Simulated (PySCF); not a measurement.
# Correlation energy of Au³⁺ (gold, charge +3)

[Xe] 4f14 5d8, high-spin 3F determinant. All numbers are calculated (PySCF 2.14, the spin-free X2C one-electron Hamiltonian (Gaussian nucleus), in ANO-RCC-VTZP (8s7p5d3f1g, 84 functions)). Frozen: [Kr] 4d10 4f14; 16 electrons correlated.

```tsv
level	correlation energy (mhartree)
CCSD	-386.85
(T)	-7.47
CCSD(T)	-394.32
```

Diagnostics: T1 = 0.0043, D1 = 0.0083, largest double amplitude 0.024.

Spin-orbit coupling, absent here, splits the open shell strongly.

Cost of the coupled-cluster step: roughly 9 core-seconds, for 16 correlated electrons.

Iterations:

```
CC2 = 0
CCSD nocc = (np.int64(9), np.int64(7)), nmo = (54, 54)
frozen orbitals [[0, 1, 2, 3, 4, 5, 6, 7, 8, 9, 10, 11, 12, 13, 14, 15, 16, 17, 18, 19, 20, 21, 22, 24, 25, 26, 27, 28, 29, 30], [0, 1, 2, 3, 4, 5, 6, 7, 8, 9, 10, 11, 12, 13, 14, 15, 16, 17, 18, 19, 20, 21, 22, 24, 25, 26, 27, 28, 29, 30]]
max_cycle = 100
direct = 0
conv_tol = 1e-08
conv_tol_normt = 1e-06
diis_space = 8
diis_start_cycle = 0
Init t2, MP2 energy = -0.384845499761562
Init E_corr(UCCSD) = -0.384845499764426
cycle = 1  E_corr(UCCSD) = -0.381791898770618  dE = 0.00305360099  norm(t1,t2) = 0.0342923
cycle = 2  E_corr(UCCSD) = -0.38624402452291  dE = -0.00445212575  norm(t1,t2) = 0.00899052
cycle = 3  E_corr(UCCSD) = -0.38660522919189  dE = -0.000361204669  norm(t1,t2) = 0.00433901
cycle = 4  E_corr(UCCSD) = -0.38691909701527  dE = -0.000313867823  norm(t1,t2) = 0.00196571
cycle = 5  E_corr(UCCSD) = -0.386847370830161  dE = 7.17261851e-05  norm(t1,t2) = 0.00062182
cycle = 6  E_corr(UCCSD) = -0.386845967950844  dE = 1.40287932e-06  norm(t1,t2) = 0.000100439
cycle = 7  E_corr(UCCSD) = -0.386851167557606  dE = -5.19960676e-06  norm(t1,t2) = 2.17473e-05
cycle = 8  E_corr(UCCSD) = -0.3868505586119  dE = 6.08945706e-07  norm(t1,t2) = 3.59295e-06
cycle = 9  E_corr(UCCSD) = -0.386850516147728  dE = 4.24641718e-08  norm(t1,t2) = 5.02133e-07
cycle = 10  E_corr(UCCSD) = -0.386850533345723  dE = -1.71979953e-08  norm(t1,t2) = 1.01473e-07
cycle = 11  E_corr(UCCSD) = -0.386850532443233  dE = 9.02489694e-10  norm(t1,t2) = 2.29818e-08
UCCSD converged
E(UCCSD) = -19006.37546165039  E_corr = -0.3868505324432335
UCCSD(T) correction = -0.00747043199071969
```
